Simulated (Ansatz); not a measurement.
Cartesian coordinates (Å):
SMILES: IB(I)I
```xyz
4

I      2.0858    -0.3225    -0.0291
B      0.0000    -0.0001    -0.0007
I     -0.7633     1.9676     0.0128
I     -1.3225    -1.6450     0.0170
```
Charge 0, multiplicity 1.

All values below come from frozen-core CCSD(T)/def2-TZVPP // PBE0-D3(BJ)/def2-TZVP (Ansatz, a quantum-chemistry and plane-wave program).

```
Quantity                       Result
----------------------  -------------
HF energy               -914.74430 Ha
MP2 correlation energy    -1.59509 Ha
```

Question: Estimate the CCSD correlation energy, the (T) correction, the total energy and the T1 diagnostic.

Answer: 
```
Item                            Result
-----------------------  -------------
CCSD correlation energy    -1.50093 Ha
(T) correction             -0.03992 Ha
CCSD(T) total energy     -916.28515 Ha
T1 diagnostic                    0.011
```
